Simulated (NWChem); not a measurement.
System: CH₆FNSi₂; SMILES F[SiH2]/C=N/[SiH3]

```xyz
11

F     -0.6716     2.9423     0.0000
Si     0.4444     1.7547     0.0000
C     -0.4099     0.0654     0.0000
N      0.3901    -0.9222     0.0000
Si    -0.0674    -2.6318     0.0000
H      1.2708     1.8900    -1.2297
H      1.2708     1.8900     1.2297
H     -1.5219    -0.0353     0.0000
H      1.1693    -3.4578     0.0000
H     -0.8752    -2.9451     1.2199
H     -0.8752    -2.9451    -1.2199
```
Atoms are numbered in this order, from 1.

This is a stationary point of PBE0/def2-SVP (NWChem), point group Cs. 

Q: Is it a minimum? If not, what does it relax to?

A: No. It has an imaginary frequency of 171i cm⁻¹. Following that mode (on a finer grid) lowers the energy by 1.9 kcal/mol and ends, with real frequencies alone, at point group Cs:
```xyz
11

F     -0.6120     2.8794     0.4107
Si     0.4300     1.7115    -0.0422
C     -0.3757     0.0131     0.1841
N      0.3579    -0.9715    -0.1428
Si    -0.0871    -2.6748    -0.0544
H      0.7649     1.9135    -1.4775
H      1.6400     1.8041     0.8183
H     -1.4152    -0.1032     0.5751
H      0.8900    -3.3532     0.8436
H     -1.4812    -2.8672     0.4684
H      0.0236    -3.2447    -1.4271
```
